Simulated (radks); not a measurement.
Fractional charge and spin in the 3s shell of phosphorus: the spin-up occupation runs from 0 to 1 and the spin-down occupation from 0 to 1; the fullest corner is P, [Ne] 3p(up 1.5, down 1.5) 3s(up 1, down 1). Calculated with a radial shooting solver on a logarithmic mesh with Libxc functionals: scalar-relativistic Kohn-Sham, r2SCAN, spin-polarised, spherical densities, finite nucleus; meta-GGA in the generalised Kohn-Sham scheme; Fermi nuclear charge, rms radius of each element as measured or else 0.836 A^(1/3) + 0.57 fm. Energy (eV) minus the two flat planes that join the four corners (they meet along the diagonal where the two added fractions sum to one electron); zero is where a piecewise linear energy would lie.

down \ up       0    0.25     0.5    0.75       1
0           0.000  -0.947  -1.266  -0.949   0.000
0.25       -0.947  -1.110  -0.663   0.400  -0.822
0.5        -1.266  -0.663   0.530  -0.578  -1.095
0.75       -0.949   0.400  -0.578  -0.982  -0.819
1           0.000  -0.822  -1.095  -0.819   0.000

Corners above the fullest one (they belong to P+ and the next ion): (up 1, down 0) 18.838 eV, (up 0, down 1) 18.838 eV, (up 0, down 0) 49.263 eV. With half an added electron in each spin the energy lies 0.530 eV from the planes, and with half an added electron in spin up alone -1.266 eV. The planes are only a guide here: the flat-plane condition holds for ground states with one frontier orbital, while this shell lies below other occupied shells, so the corners above the fullest one are inner-hole states and not the ground states of those ions.
